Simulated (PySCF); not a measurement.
Ligand-field analysis of Mo3+

The free ion Mo3+ in its d3 configuration.

Method (PySCF 2.14, density fitting): CASSCF(3,5) with orbitals averaged over all microstates of the shell, strongly contracted NEVPT2 on the averaged canonical orbitals; basis x2c-TZVPall; spin-free X2C; gas phase; spin-orbit coupling by state interaction with the mean-field operator over all roots.

## Spin-free states

| 2S+1 | deg. | free-ion term | CASSCF / cm⁻¹ | NEVPT2 / cm⁻¹ |
| --- | --- | --- | --- | --- |
| 4 | 7 | 4F 1.00 | 0 | 0 |
| 4 | 3 | 4P 1.00 | 12243 | 10470 |
| 2 | 9 | 2G 1.00 | 13121 | 11669 |
| 2 | 3 | 2P 1.00 | 17202 | 14834 |
| 2 | 11 | 2H 1.00 | 17202 | 15790 |
| 2 | 5 | 2D 1.00 | 18851 | 16240 |
| 2 | 7 | 2F 1.00 | 29445 | 25855 |
| 2 | 5 | 2D 1.00 | 46651 | 41231 |

Energies are counted from the ground state at NEVPT2 level. Weights follow the labels.

## Magnetism

The lowest spin-orbit level is 4-fold with J = 3/2; the next lies at 743.7 cm⁻¹. μeff is 1.50 μB at 300 K and 0.81 μB at 10 K; the free-ion value g_J√(J(J+1)) for the Hund's-rule level J = 3/2 is 0.77 μB.

| T / K | χT / cm³ K mol⁻¹ | μeff / μB |
| --- | --- | --- |
| 2 | 0.077 | 0.79 |
| 5 | 0.079 | 0.79 |
| 10 | 0.082 | 0.81 |
| 20 | 0.087 | 0.83 |
| 30 | 0.093 | 0.86 |
| 50 | 0.104 | 0.91 |
| 75 | 0.118 | 0.97 |
| 100 | 0.132 | 1.03 |
| 150 | 0.161 | 1.14 |
| 200 | 0.195 | 1.25 |
| 250 | 0.235 | 1.37 |
| 300 | 0.283 | 1.50 |

Powder magnetisation at 2 K: 0.03 μB at 0.5 T, 0.07 μB at 1 T, 0.14 μB at 2 T, 0.20 μB at 3 T, 0.31 μB at 5 T, 0.39 μB at 7 T.

## Spin-orbit levels

```tsv
E / cm⁻¹	deg.	J	make-up
0.0	4	3/2	0.99 4F
743.7	6	5/2	1.00 4F
1690.8	8	7/2	1.00 4F
2776.6	10	9/2	0.99 4F
11345.2	2	1/2	0.96 4P + 0.04 2P
11405.9	4	3/2	0.89 4P + 0.09 2P
12514.2	6	5/2	0.99 4P
12812.5	8	7/2	0.99 2G
13555.5	10	9/2	0.87 2G + 0.12 2H
15910.7	4	3/2	0.45 2P + 0.45 2D + 0.09 4P
```

Only the lowest levels are listed: 62 of 120 states.

Measured levels beside the computed ones:

```json
{"level": "4F J = 3/2", "computed / cm⁻¹": "0", "measured / cm⁻¹": "0"}
{"level": "4F J = 5/2", "computed / cm⁻¹": "744", "measured / cm⁻¹": "778"}
{"level": "4F J = 7/2", "computed / cm⁻¹": "1691", "measured / cm⁻¹": "1760"}
{"level": "4F J = 9/2", "computed / cm⁻¹": "2777", "measured / cm⁻¹": "2865"}
{"level": "4P J = 3/2", "computed / cm⁻¹": "11406", "measured / cm⁻¹": "10331"}
{"level": "4P J = 1/2", "computed / cm⁻¹": "11345", "measured / cm⁻¹": "10338"}
{"level": "2G J = 7/2", "computed / cm⁻¹": "12812", "measured / cm⁻¹": "11580"}
{"level": "4P J = 5/2", "computed / cm⁻¹": "12514", "measured / cm⁻¹": "11612"}
{"level": "2G J = 9/2", "computed / cm⁻¹": "13555", "measured / cm⁻¹": "12311"}
```

Source of the measured levels: Sugar and Musgrove, J. Phys. Chem. Ref. Data 17, 155 (1988).

The job took 4.5 s on one thread of Arm Neoverse V1 (shared host), with 63 basis functions, launched as `OMP_NUM_THREADS=1 python lf_run.py task.json out`.
